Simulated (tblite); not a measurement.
Isomers of C5H11N3Si. Computed with GFN2-xTB (tblite): harmonic, unscaled wavenumbers at the GFN2-xTB geometry, gas phase. This tight-binding method is rough: wavenumbers can miss measured ones by several per cent, in bad cases by 10 to 20. Modes of hydrogen on silicon can be 10 to 20 % off. One conformer each.

Electronic energies: GFN2-xTB at the same geometries; isomer energies are rough at this level and their order can be wrong.

```tsv
SMILES	electronic energy, lowest = 0 (kJ/mol)
C[Si](C)(C)c1nnc[nH]1	137.0
C[Si](C)(C)c1cnn[nH]1	186.6
C[Si](C)(C)n1cnnc1	47.1
C[Si](C)(C)n1ccnn1	107.5
CCCn1nncc1[SiH3]	84.9
C[Si](C)(C)n1cncn1	35.3
Cc1nncn1[SiH](C)C	0.0
```

**Question.** How do GFN2-xTB zero-point energies change the relative energies?

**Answer.** 
```
               SMILES  ZPE (kJ/mol)  of it from modes above 1550 cm⁻¹  electronic (kJ/mol)  with ZPE, lowest = 0 (kJ/mol)  lowest mode (cm⁻¹)  rings
    Cc1nncn1[SiH](C)C         412.3                             205.2                  0.0                            0.0                 19i      1
   C[Si](C)(C)n1cncn1         417.1                             202.0                 35.3                           40.0                  18      1
   C[Si](C)(C)n1cnnc1         416.7                             201.9                 47.1                           51.4                  16      1
     CCCn1nncc1[SiH3]         407.9                             185.6                 84.9                           80.5                  38      1
   C[Si](C)(C)n1ccnn1         415.1                             202.1                107.5                          110.3                  9i      1
C[Si](C)(C)c1nnc[nH]1         416.3                             203.5                137.0                          141.0                  4i      1
C[Si](C)(C)c1cnn[nH]1         416.9                             203.5                186.6                          191.2                 11i      1
```

The zero-point energies span 9.2 kJ/mol, from `CCCn1nncc1[SiH3]` to `C[Si](C)(C)n1cncn1`. Slightly imaginary modes are left out of the zero-point energy: `Cc1nncn1[SiH](C)C` 18.8i cm⁻¹, `C[Si](C)(C)n1ccnn1` 9.1i cm⁻¹, `C[Si](C)(C)c1nnc[nH]1` 3.8i cm⁻¹ and `C[Si](C)(C)c1cnn[nH]1` 10.5i cm⁻¹. The order is unchanged.
